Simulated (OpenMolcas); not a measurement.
## Se³⁺: effect of the level shift or regulariser

```
Program             : OpenMolcas
Basis               : ANO-RCC-VQZP [7s6p4d2f1g]
Scalar Hamiltonian  : DKH2, point nucleus
Active space        : 3 electrons in 9 orbitals (RAS2 4s 4p; RAS3 4d, at most 2 electrons)
State averaging     : 2S+1 = 4 odd, 1 root; 2S+1 = 2 odd, 11 roots; 2S+1 = 4 even, 3 roots; 2S+1 = 2 even, 9 roots
Spin-orbit coupling : state interaction with AMFI integrals over the reference wave functions, term energies averaged over their components
```

Methods on the same reference wave functions:
A. RASSCF
B. MS-RASPT2, IPEA 0.25 Eh, imaginary shift 0.1 Eh (closed shells correlated: 3d)
C. MS-RASPT2, IPEA 0.25 Eh, imaginary shift 0.3 Eh (closed shells correlated: 3d)

Energies in cm-1 above 4s2 4p 2P* 1/2, the measured ground level; measured values from Moore, Atomic Energy Levels, vol. II, NSRDS-NBS 35 (1971 reprint of NBS Circular 467, 1952).

| Level | A | B | C | Measured |
| --- | --- | --- | --- | --- |
| 4s2 4p 2P* 1/2 | 0.0 | 0.0 | 0.0 | 0.0 |
| 4s2 4p 2P* 3/2 | 3821 | 3830 | 3830 | 4376 |
| 4s 4p2 4P 1/2 | 73754 | 76590 | 76580 |  |
| 4s 4p2 4P 3/2 | 75228 | 78070 | 78070 |  |
| 4s 4p2 4P 5/2 | 77372 | 80200 | 80200 |  |
| 4s 4p2 2D 3/2 | 102027 | 102330 | 102340 | 104211 |
| 4s 4p2 2D 5/2 | 102296 | 102610 | 102630 | 104706 |
| 4s 4p2 2S 1/2 | 130047 | 128450 | 128470 | 128787 |
| 4s 4p2 2P 1/2 | 139356 | 137320 | 137330 | 136134 |
| 4s 4p2 2P 3/2 | 141490 | 139440 | 139440 | 138354 |

Deviations, from unrounded energies. A percentage is the sum of absolute deviations over the sum of measured energies, with the sign that they share, or ± where signs differ.

```
                  Against measurement  Levels      A      B      C
       mean absolute deviation (cm-1)       6   2100   1200   1200
fine structure of the ground term (%)       1  -12.7  -12.4  -12.4
             other configurations (%)       5   ±2.0   ±1.1   ±1.1
```

B, C lie about equally close to measurement and A furthest from it. The largest miss of C in the table is 4s 4p2 2D 5/2, by -2100 cm-1. The ranking rests on the paired levels alone, and a cruder setting can come out closer through cancelling errors.

Between B and C the level of the table that moves most is 4s 4p2 2S 1/2, by 26 cm-1 (lowest in B, highest in C). Moves below CASPT2's spread within the term are not significant.

The lowest spin-free term lies below A's lowest term by 0.093 hartree in B, 0.093 hartree in C.

Active for correlation alone: 4d; no level in the range computed is led by a configuration that fills it, so any true level of that kind is missing. Measured partners are found by configuration, term and J. A level has none where our copy of the source lacks it or the pairing is in doubt (some pairs that miss far off the trend of their configuration count as doubtful), and it then counts in no deviation. Levels of configurations outside the active space are missing. Levels that lie high or do not pair safely by name in every column are left out.

* marks odd parity.
